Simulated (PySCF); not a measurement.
# Two-photon absorption: SMILES FC=C=C(F)C(F)(F)F, C4HF5

Molfile (atoms numbered from 1):
```
C4HF5
     RDKit          3D

 10  9  0  0  0  0  0  0  0  0999 V2000
    2.9706    0.5434   -0.4357 F   0  0  0  0  0  0  0  0  0  0  0  0
    2.0310    0.3632    0.4772 C   0  0  0  0  0  0  0  0  0  0  0  0
    0.8725   -0.1888    0.2229 C   0  0  0  0  0  0  0  0  0  0  0  0
   -0.3157   -0.6865    0.0129 C   0  0  0  0  0  0  0  0  0  0  0  0
   -0.6124   -1.9761    0.1199 F   0  0  0  0  0  0  0  0  0  0  0  0
   -1.5286    0.1248   -0.3819 C   0  0  0  0  0  0  0  0  0  0  0  0
   -1.2300    1.4118   -0.4841 F   0  0  0  0  0  0  0  0  0  0  0  0
   -2.4931   -0.0158    0.5257 F   0  0  0  0  0  0  0  0  0  0  0  0
   -2.0082   -0.2952   -1.5500 F   0  0  0  0  0  0  0  0  0  0  0  0
    2.3222    0.7223    1.4709 H   0  0  0  0  0  0  0  0  0  0  0  0
  1  2  1  0
  2  3  2  0
  3  4  2  0
  4  5  1  0
  4  6  1  0
  6  7  1  0
  6  8  1  0
  6  9  1  0
  2 10  1  0
M  END
```

The calculation used TDDFT CAM-B3LYP/aug-cc-pVDZ excited states, vertical, gas phase (PySCF 2.14.0). Geometry: PBE0-D3(BJ)/def2-SVP.

**Question.** Give the one- and two-photon strengths of the lowest singlets.

**Answer.** δ for parallel linear polarisation; σ at the peak of a Lorentzian of half width 0.1 eV, single beam; Ω is circular over linear.
```
state  E (eV)      f  photon λ (nm)  δ (au)  σ (GM)     Ω                                main
   S1    5.44  0.001            456    0.26    0.00  1.46                      HOMO→LUMO 0.87
   S2    5.85  0.001            424    0.29    0.00  1.44                  HOMO−1→LUMO+1 0.90
   S3    6.84  0.009            363    31.5    0.54  0.31  HOMO−1→LUMO 0.52, HOMO→LUMO+1 0.41
   S4    7.62  0.623            325      16    0.34  1.08  HOMO→LUMO+1 0.37, HOMO−1→LUMO 0.30
   S5    7.76  0.329            320    40.4    0.89  0.74  HOMO→LUMO+2 0.65, HOMO−1→LUMO 0.10
   S6    8.01  0.212            310    8.33    0.20  1.33                  HOMO−1→LUMO+2 0.70
```

Among these, the strongest one-photon state is S4, the strongest two-photon state S5, with a dipole change of 6.8 D (relaxed, norm of the difference vector).
